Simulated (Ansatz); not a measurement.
Cartesian coordinates in Å:
```
Si -1.0878 0.7746 0.9689
N -0.1989 -0.1755 -0.1486
Si 1.1217 -1.2122 -0.4652
P -0.0536 -0.0909 -1.9229
H -2.4856 0.9315 0.4879
H -1.0712 0.0847 2.2852
H -0.5024 2.1347 1.1336
H 0.9104 -2.6618 -0.2588
H 2.4697 -0.7649 -0.0440
H 0.8978 0.9796 -2.0362
```

Charge 0, multiplicity 1.

Task: List the PBE/def2-TZVPP orbital energies in eV (Ansatz). (Best estimate.)

Result: Ansatz gave: Occupied: -2076.63, -1780.30, -1779.81, -380.51, -171.86, -138.01, -137.51, -123.38, -123.27, -123.22, -94.77, -94.74, -94.69, -94.27, -94.23, -94.22, -21.58, -15.34, -13.40, -12.29, -10.45, -9.84, -9.34, -8.54, -8.09, -7.53, -6.61, -5.84. Lowest empty: -1.62, -1.42, -0.32, 0.22, 0.47, 0.50, 0.98, 1.19.
